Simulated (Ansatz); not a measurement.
System: GeH$_{4}$, charge 0, multiplicity 1. 
Geometry from a B3LYP-D3(BJ)/def2-TZVP (Ansatz, a program for electronic structure) optimisation:
```xyz
5

Ge     0.0000     0.0000     0.0000
H     -0.6208    -0.8994    -1.0791
H      0.5682    -0.8726     1.1290
H     -1.0772     0.9355     0.5687
H      1.1298     0.8365    -0.6186
```

Property: atomisation energy (electronic, to ground-state atoms), in kJ/mol. Cores are frozen in the correlated levels unless marked. UHF or UKS for open shells. No spin-orbit coupling. Frozen are the shells of the preceding noble gas and the d and f shells that filled before the atom's block. No relativistic terms. The coupled-cluster limit lacks core correlation, which all-electron functionals hold. CBS marks a two-point X^-3 extrapolation of the correlation energy; Hartree-Fock from the larger set.

```tsv
level	program	atomisation energy (kJ/mol)
HF/6-31G*	Ansatz	918.0
```

Predict the CCSD(T)/CBS(def2-TZVPPD,def2-QZVPPD) result (Ansatz).

1236.0 kJ/mol
